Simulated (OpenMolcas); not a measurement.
## Co3+ in tetrahedral coordination: ligands and hosts compared

| Quantity | Value |
| --- | --- |
| Program | OpenMolcas |
| Method | CASSCF |
| Active space | 6 electrons in 5 orbitals (3d) |
| Spin-orbit coupling | RASSI with atomic mean-field integrals over the reference wave functions |

Distances were set from a Shannon-type radius of the metal (high-spin where two are listed) plus a fixed donor radius (Br 1.91, OH 1.33, Cl 1.76 Å). Anionic complexes are neutralised by point charges, and hosts are embedded clusters. Ligand basis ANO-RCC-VDZP. States (labels of the rotation group of each site). Energies in cm-1 above the lowest state or level, χT in cm3 K/mol.

```csv
Ligand or host,R (Å),Metal basis,Outer charge (e at Å behind ligand),Ground state,First state of that spin,First gap with spin-orbit (degeneracies),χT at 300 K,First state of another spin
Br,2.39,ANO-RCC-VDZP,0.25 at 2.4,5E,5T2 3279,"31.9 (1, 3)",3.553,3T1 19694
OH,1.81,ANO-RCC-VDZP,0.25 at 2.8,2S+1 = 5,2704,"0.3 (1, 1)",3.219,2S+1 = 3: 18178
Cl,2.24,ANO-RCC-VDZP,0.25 at 2.8,5E,5T2 3870,"30.1 (1, 3)",3.490,3T1 19529
```

The rows also differ in their outer charges, so part of each step comes from that.

Without dynamic correlation the repulsion within the d shell is too large (B by tens of per cent), so at a given field states of lower spin stand too high. Ligand-to-metal charge-transfer states are missing. With no ligand orbital active B as a rule stays too high, so bands that hang on it stand too high and its fall with covalency is understated. With metal d orbitals alone and no dynamic correlation the field as a rule comes out too small, by tens of per cent, by up to half for chloride and softer ligands, and the orbital part of g and χT, which goes as 1/10Dq, too large. An orbital doublet at a regular site is open to a Jahn-Teller distortion, which this geometry leaves out (holds for Br; Cl). This ion would oxidise such ligands; the complex is a model and need not exist (holds for Br). No measured value stands beside these numbers; the geometry is a model, was not optimised and need not be the one that this ion takes.

A state without a sure symmetry label is named by its multiplicity alone.
